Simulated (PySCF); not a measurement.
C5H3F3.
SMILES with atom numbers: `[F:1][C:2]([F:3])([F:4])[CH:5]=[C:6]1[CH:7]=[CH:8]1` (hydrogens: H9 on C5; H10 on C7; H11 on C8)

Method: PBE0-D3(BJ)/def2-SVP geometry optimisation, gas phase (PySCF); density fitting, grid level 1; the optimiser is geomeTRIC in internal coordinates, started from a GFN2-xTB structure.

Step 0: E = -13357.8382 eV
```
atom  x, y, z in Å  |  force x, y, z in eV/Å
F1     -2.4014   -0.9281   -0.6438    0.290  -0.040   0.107
C2     -1.1234   -0.5866   -0.9154   -0.337   0.030  -0.393
F3     -1.1484    0.7114   -1.2595    0.154  -0.040   0.172
F4     -0.8055   -1.2670   -2.0379    0.066   0.014   0.313
C5     -0.1986   -0.8753    0.2131   -0.840  -0.181  -0.911
C6      0.5073    0.0762    0.7887    0.891   1.202   0.719
C7      0.9220    1.4493    0.9273    0.009  -1.515   0.381
C8      1.4560    0.5607    1.7553   -0.923   0.192  -1.101
H9     -0.1533   -1.9077    0.5158    0.088  -0.488   0.222
H10     0.8320    2.4487    0.5787   -0.047   0.965  -0.287
H11     2.1109    0.3312    2.5597    0.649  -0.141   0.777
```

Step 1: E = -13357.8743 eV
```
atom  x, y, z in Å  |  force x, y, z in eV/Å
F1     -2.3941   -1.0569   -0.7624   -0.125   0.043   0.023
C2     -1.1527   -0.5841   -0.9130    0.425  -0.074  -0.050
F3     -1.2383    0.7250   -1.1879   -0.121   0.005  -0.005
F4     -0.6593   -1.1823   -2.0170   -0.146   0.034  -0.074
C5     -0.2878   -0.8533    0.2583    0.019  -0.095   0.057
C6      0.4819    0.0906    0.8022   -0.067   0.011   0.050
C7      0.9425    1.4381    0.9066   -0.029   0.157   0.002
C8      1.4671    0.5475    1.7323    0.147  -0.062   0.014
H9     -0.2301   -1.8935    0.5872   -0.013   0.050   0.002
H10     0.8842    2.4691    0.5553    0.031  -0.117   0.011
H11     2.1842    0.3128    2.5204   -0.121   0.050  -0.029
```

Q: Estimate the geometry and energy of step 2. (The exact step hangs on the optimiser's Hessian estimate; all steps are aligned on step 1, rigid shifts and turns removed.)

A: E = -13357.8828 eV, largest force 0.183 eV/Å
```
atom  x, y, z in Å  |  force x, y, z in eV/Å
F1     -2.3868   -1.0468   -0.7348   -0.130  -0.105   0.074
C2     -1.1427   -0.5861   -0.9155    0.058  -0.008  -0.090
F3     -1.2478    0.7256   -1.1718    0.078   0.056  -0.002
F4     -0.6995   -1.1702   -2.0477   -0.006   0.042   0.084
C5     -0.2642   -0.8658    0.2457    0.045  -0.016  -0.130
C6      0.4932    0.0844    0.7970   -0.020   0.033   0.060
C7      0.9507    1.4342    0.8976   -0.048   0.012   0.037
C8      1.4561    0.5527    1.7449    0.068  -0.041  -0.070
H9     -0.2097   -1.9039    0.5774   -0.025   0.014   0.019
H10     0.9016    2.4578    0.5334    0.015  -0.006  -0.016
H11     2.1468    0.3311    2.5559   -0.034   0.018   0.033
```

The energy changes by -0.0086 eV. The first-order estimate −F·Δx gives -0.0167 eV and the mean of the old and new forces, exact on a quadratic surface, -0.0086 eV. The step makes an angle of 74° with the force vector and moves no atom by more than 0.055 Å.

What follows is the cost of the whole optimisation. The run took 49 s on Intel Xeon 6975P-C, one thread, shared host with 192 logical CPUs at a one-minute load of 102, and the process peaked at 0.53 GiB of memory.
